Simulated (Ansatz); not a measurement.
Computed with Ansatz on PBE0-D4/def2-TZVP structures; ΔE is electronic, products minus reactants. CCSD(T)/CBS is the MP2 limit (def2-TZVPP, def2-QZVPP) plus CCSD(T) − MP2 in def2-TZVPP, frozen cores. Elements past krypton have def2 core potentials. For Br, In outer-core shells are correlated without core-valence functions, which leaves a few kJ/mol of doubt a bond. Scalar relativity is left out up to krypton. Each species was taken in one conformer, which may not be the lowest.

Reaction (redistribution): `[SiH3]OB(Cl)Br` + `[OH][InH2]` → `OB(Cl)O[SiH3]` + `[Br][InH2]`

```
         species  CCSD(T)/CBS(def2) energy (Eh)
`[SiH3]OB(Cl)Br`                    -3424.11513
    `[OH][InH2]`                     -266.78179
 `OB(Cl)O[SiH3]`                     -926.59502
    `[Br][InH2]`                    -2764.36342
```

**Question.** Work out ΔE.

**Answer.** ΔE = (-926.59502) + (-2764.36342) − (-3424.11513) − (-266.78179) = -0.06152 Eh = -161.5 kJ/mol.

**Question.** What do rigid-rotor, harmonic-oscillator terms from PBE0-D4/def2-TZVP frequencies (298.15 K, 1 bar) make of the CCSD(T)/CBS value? (Best estimate.)

**Answer.** Computed: ΔZPE = +5.7 kJ/mol, ΔH = -156.5 kJ/mol, ΔS = -4 J/(mol·K), ΔG = -155.2 kJ/mol.

Largest T1 diagnostic among the species: 0.017.

Leaving LDA and LC-ωPBE aside and taking each functional with its dispersion term where it has one, the values, not all of them listed here, spread over 33.7 kJ/mol, from BHLYP-D4 to revPBE-D4. LDA lies −4.4 kJ/mol from PBE without D4. From BLYP to BHLYP (50 % exact exchange), in def2-TZVPP and without D4, ΔE moves by −27.6 kJ/mol.
